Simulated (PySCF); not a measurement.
Isomers of C2H9NOSi. Method used: PySCF 2.14.0, density-fitted response routines, TDDFT wB97X-D/def2-SVPD, vertical, gas phase, core orbitals frozen in the response. Geometries: GFN2-xTB; one conformer of each isolated species. Triplets are in the Tamm–Dancoff approximation.

A. `N[SiH2]CCO`
B. `CN[Si@H](C)O`
C. `CC[Si@@H](N)O`
D. `CCN[SiH2]O`

Lowest singlet levels (six at most, fewer where fewer were computed) with oscillator strengths:

1. 180 nm (f 0.040); 163 nm (f 0.013); 157 nm (f 0.024); 152 nm (f 0.002); 149 nm (f 0.009); 144 nm (f 0.016); T1 6.68 eV
2. 191 nm (f 0.019); 176 nm (f 0.004); 165 nm (f 0.010); 159 nm (f 0.005); 155 nm (f 0.014); 151 nm (f 0.043); T1 6.24 eV
3. 192 nm (f 0.003); 180 nm (f 0.023); 165 nm (f 0.029); 155 nm (f 0.057); 154 nm (f 0.027); 153 nm (f 0.009); T1 6.29 eV
4. 191 nm (f 0.017); 190 nm (f 0.007); 163 nm (f 0.029); 157 nm (f 0.030); 156 nm (f 0.008); 155 nm (f 0.005); T1 6.27 eV

Question: Match each spectrum to its molecule.

Answer: 1 = C, 2 = A, 3 = B, 4 = D.
- A: S1 at 6.50 eV, HOMO→LUMO (94%); Löwdin shares by element: HOMO nitrogen 59%, hydrogen 15% or more, silicon 15%; LUMO silicon 30%, hydrogen 20% or more, nitrogen 11% (atoms not listed hold the other 39%); HOMO -9.44 and LUMO 1.78 eV.
- B: S1 at 6.45 eV, HOMO→LUMO (43%), HOMO→LUMO+1 (34%), HOMO→LUMO+2 (16%); Löwdin shares by element: HOMO nitrogen 57%, carbon 12% or more, silicon 10%, hydrogen 6% or more (atoms not listed hold the other 17%); LUMO silicon 32%, oxygen 24%, hydrogen 12% or more, carbon 6% or more (atoms not listed hold the other 26%); HOMO -8.67 and LUMO 2.06 eV.
- C: S1 at 6.90 eV, HOMO→LUMO (64%), HOMO→LUMO+1 (23%); Löwdin shares by element: HOMO nitrogen 49%, silicon 15%, carbon 10% or more, hydrogen 9% or more (atoms not listed hold the other 17%); LUMO silicon 34%, oxygen 18%, hydrogen 17% or more (atoms not listed hold the other 32%); HOMO -9.35 and LUMO 1.99 eV.
- D: S1 at 6.48 eV, HOMO→LUMO (58%), HOMO→LUMO+1 (29%); Löwdin shares by element: HOMO nitrogen 56%, carbon 11% or more, silicon 10%, hydrogen 6% or more (atoms not listed hold the other 18%); LUMO silicon 35%, oxygen 28%, hydrogen 20% or more (atoms not listed hold the other 17%); HOMO -8.74 and LUMO 1.98 eV.
A and B have S1 within 0.06 eV of each other; their strongest listed levels stand at 8.21 eV (f 0.043) and 7.98 eV (f 0.057).
A and D have S1 within 0.03 eV of each other; their strongest listed levels stand at 8.21 eV (f 0.043) and 7.89 eV (f 0.030).
B and D have S1 within 0.03 eV of each other; their strongest listed levels stand at 7.98 eV (f 0.057) and 7.89 eV (f 0.030).
